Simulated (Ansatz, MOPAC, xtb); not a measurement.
Spectroscopic constants of OF, multiplicity 2 (the spin of the measured ground state).

Seven points along R, fitted to fifth degree in 1/R; most abundant isotopes. Runs in def2 and cc sets follow the lowest solution found near the PBE0 minimum.

The state that PM7 reach isn't checked; PM7 holds dispersion and hydrogen-bond terms.

Codes used: Ansatz (a program for electronic structure) with Gaussian orbitals; MOPAC for PM7 (differences of heats of formation); xtb for the GFN methods.  The GFN methods have no spin term and hold the electronic entropy of 300 K.

Problem. What bond length and harmonic frequency does PM7 give?

Solution. r_e = 1.381 Å, ω_e = 1208 cm⁻¹.

Problem. What bond length and harmonic frequency does GFN2-xTB give?

Solution. r_e = 1.298 Å, ω_e = 1150 cm⁻¹.

Problem. What bond length and harmonic frequency does SVWN5/def2-TZVPP give, and what D_e (from each atom's lowest state at the same level)?

Solution. r_e = 1.332 Å, ω_e = 1162 cm⁻¹, D_e = 4.21 eV.

Measured for the ground state: r_e 1.354 Å [NIST CCCBDB]. ω_e 1053 cm-1, ω_e x_e 9.9194 cm-1, B_e 1.0587 cm-1, α_e 0.013295 cm-1 [Irikura, J. Phys. Chem. Ref. Data 36, 389 (2007)]. dipole 0.0043 D [compilation of Liu, Meijer and Pérez-Ríos].
